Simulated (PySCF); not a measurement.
Vertical excitations of a molecule C2H6ClFSi from TDDFT-B3LYP/def2-SVPD (PySCF), as energy in eV (oscillator strength): 7.09 (0.001), 7.41 (0.003), 7.80 (0.022), 7.91 (0.041), 8.13 (0.018), 8.32 (0.040), 8.33 (0.010), 8.40 (0.002), 8.44 (0.011), 8.52 (0.029). Lowest triplet (TDA): 6.43 eV. The structure is a stationary point at PBE-D3(BJ)/def2-SVP. Other conformers were not sampled.

Problem. Pick the molecule that these values belong to.
A. F[C@@H](Cl)C[SiH3]
B. C[Si](C)(F)Cl
C. C[C@@H](F)[SiH2]Cl
D. CC[Si@@H](F)Cl

Solution. A, F[C@@H](Cl)C[SiH3]
